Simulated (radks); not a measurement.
Isoelectronic series with 49 electrons, each ion in its NIST ground configuration. Calculated with a radial shooting solver on a logarithmic mesh with Libxc functionals: scalar-relativistic Kohn-Sham, SCAN, spin-polarised, spherical densities, finite nucleus; open shells are filled with parallel spins first (spin-orbit coupling, left out, can overturn this in heavy ions); meta-GGA in the generalised Kohn-Sham scheme; Fermi nuclear charge, rms radius of each element as measured or else 0.836 A^(1/3) + 0.57 fm. Total energies (hartree) and orbital eigenvalues (Ry):

Ce9+: configuration [Kr] 4d10 5s2 5p1; E (hartree) -8841.5591; 4d down -17.65630; 4d up -17.68052; 4p down -25.34054
Gd15+: configuration [Kr] 4d10 4f3; E (hartree) -11201.4379; 4d down -32.59021; 4d up -32.93550; 4p down -42.52526
Ho18+: configuration [Kr] 4d10 4f3; E (hartree) -12503.4825; 4d down -42.67061; 4d up -43.05365; 4p down -53.88583
Yb21+: configuration [Kr] 4d10 4f3; E (hartree) -13888.5889; 4d down -53.95368; 4d up -54.37146; 4p down -66.52480
Ta24+: configuration [Kr] 4d10 4f3; E (hartree) -15358.9386; 4d down -66.42580; 4d up -66.87649; 4p down -80.43599
Os27+: configuration [Kr] 4d10 4f3; E (hartree) -16916.8539; 4d down -80.08021; 4d up -80.56266; 4p down -95.62167
